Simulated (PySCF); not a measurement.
C4H6NO3S (charge -1).
Atom-mapped SMILES: `[CH2:1]=[N:2][C@@H:3]1[CH2:4][C@@H:5]1[S:6](=[O:7])(=[O:8])[O-:9]` (hydrogens: H10, H11 on C1; H12 on C3; H13, H14 on C4; H15 on C5)

Geometry (GFN2-xTB, Å), atoms numbered from 1 in this order:
```xyz
15
C4H6NO3S angstrom
C      1.803   -0.871    0.363
N      1.742    0.385    0.296
C      0.692    1.008   -0.425
C     -0.524    1.519    0.293
C     -0.653    0.410   -0.696
S     -1.211   -1.147    0.074
O     -0.712   -2.219   -0.791
O     -2.663   -1.014    0.044
O     -0.648   -1.167    1.422
H      1.135   -1.565   -0.134
H      2.605   -1.284    0.966
H      1.106    1.677   -1.182
H     -0.645    1.200    1.319
H     -0.888    2.514    0.073
H     -1.142    0.563   -1.646
```

PySCF closed-shell single points with density fitting, gas phase. The input was altered on purpose; the results of an altered input aren't properties of the species above.

Problem. What comes out at PBE0/3-21G with: at most 90 cycles, charge set to +3?

Solution. E = -827.4320 Eh; HOMO -26.34 eV, LUMO -24.82 eV (gap 1.52 eV), in 34 cycles. The system has 74 electrons in place of 78. The response step found this closed-shell solution unstable or close to it.

The SCF part of the output:
```
final grid: 133432 points
cycle   1  E = -826.2072744879  dE =  5.110e+00  |g| = 1.855e+00  |ddm| = 4.413e+00
cycle   2  E = -803.0250052424  dE =  2.318e+01  |g| = 7.215e+00  |ddm| = 1.401e+01
cycle   3  E = -826.6970889188  dE = -2.367e+01  |g| = 1.636e+00  |ddm| = 1.258e+01
cycle   4  E = -825.6915607641  dE =  1.006e+00  |g| = 2.429e+00  |ddm| = 2.815e+00
cycle   5  E = -826.9418741685  dE = -1.250e+00  |g| = 1.415e+00  |ddm| = 2.617e+00
cycle   6  E = -827.3324438605  dE = -3.906e-01  |g| = 6.115e-01  |ddm| = 1.292e+00
cycle   7  E = -827.2523751863  dE =  8.007e-02  |g| = 8.580e-01  |ddm| = 1.154e+00
cycle   8  E = -827.4251225693  dE = -1.727e-01  |g| = 1.474e-01  |ddm| = 8.055e-01
cycle   9  E = -827.4293628411  dE = -4.240e-03  |g| = 7.478e-02  |ddm| = 2.202e-01
cycle  10  E = -827.4313608514  dE = -1.998e-03  |g| = 3.042e-02  |ddm| = 1.224e-01
... (14 lines left out)
cycle  25  E = -827.4320226348  dE = -4.221e-08  |g| = 2.154e-04  |ddm| = 3.462e-03
cycle  26  E = -827.4320227004  dE = -6.554e-08  |g| = 1.951e-04  |ddm| = 1.751e-03
cycle  27  E = -827.4320228417  dE = -1.413e-07  |g| = 1.132e-04  |ddm| = 4.358e-03
cycle  28  E = -827.4320228818  dE = -4.009e-08  |g| = 9.547e-05  |ddm| = 3.832e-03
cycle  29  E = -827.4320228871  dE = -5.293e-09  |g| = 4.243e-05  |ddm| = 6.172e-04
cycle  30  E = -827.4320228906  dE = -3.585e-09  |g| = 3.673e-05  |ddm| = 4.844e-04
cycle  31  E = -827.4320228909  dE = -2.431e-10  |g| = 3.837e-05  |ddm| = 1.449e-04
cycle  32  E = -827.4320228920  dE = -1.130e-09  |g| = 2.032e-05  |ddm| = 1.686e-04
cycle  33  E = -827.4320228930  dE = -1.030e-09  |g| = 7.567e-06  |ddm| = 4.327e-04
cycle  34  E = -827.4320228931  dE = -7.140e-11  |g| = 1.363e-05  |ddm| = 9.205e-05
converged SCF energy = -827.4320228931
```
